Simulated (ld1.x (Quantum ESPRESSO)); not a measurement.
# Reading a pseudo-wave (calcium (Ca))

Columns: radius, all-electron u(r) and pseudo u(r) of the 3p shell (level -28.67 eV) of calcium in the configuration [Ne] 3s2 3p6 3d0 4s1.5 4p0.5; LDA (PZ), scalar-relativistic, PAW scheme, ld1.x (Quantum ESPRESSO) 7.5.

| r (bohr) | all-electron | pseudo |
| --- | --- | --- |
| 0.135 | 0.4188 | -0.0107 |
| 0.270 | 0.4023 | -0.0419 |
| 0.405 | 0.0448 | -0.0908 |
| 0.540 | -0.3494 | -0.1535 |
| 0.675 | -0.6537 | -0.2245 |
| 0.810 | -0.8429 | -0.2980 |
| 0.945 | -0.9322 | -0.3682 |
| 1.080 | -0.9475 | -0.4297 |
| 1.215 | -0.9139 | -0.4780 |
| 1.350 | -0.8513 | -0.5102 |
| 1.485 | -0.7736 | -0.5247 |
| 1.620 | -0.6906 | -0.5215 |
| 1.755 | -0.6082 | -0.5024 |
| 1.890 | -0.5301 | -0.4702 |
| 2.025 | -0.4582 | -0.4284 |
| 2.160 | -0.3936 | -0.3812 |
| 2.295 | -0.3363 | -0.3325 |
| 2.430 | -0.2862 | -0.2855 |
| 2.565 | -0.2427 | -0.2427 |
| 2.700 | -0.2052 | -0.2052 |
| 2.835 | -0.1732 | -0.1732 |
| 2.970 | -0.1458 | -0.1458 |
| 3.105 | -0.1226 | -0.1226 |
| 3.240 | -0.1029 | -0.1029 |
| 3.375 | -0.0862 | -0.0862 |
| 3.510 | -0.0722 | -0.0722 |

Question: How many radial nodes do the two functions have?

Answer: The all-electron 3p function has n − l − 1 = 1; the pseudo-wave has 0, since the states of the same l below it are removed with the core.

Question: At about which radius was the pseudo-wave matched?

Answer: 2.70 bohr. The columns agree to 0.0005 from 2.56 bohr on; several derivatives are matched, so the curves merge somewhat inside the radius.

Question: Is the pseudo-wave norm-conserving?

Answer: No, it belongs to a PAW set: the norm inside the radius is not constrained, and the difference is carried by the augmentation charge.
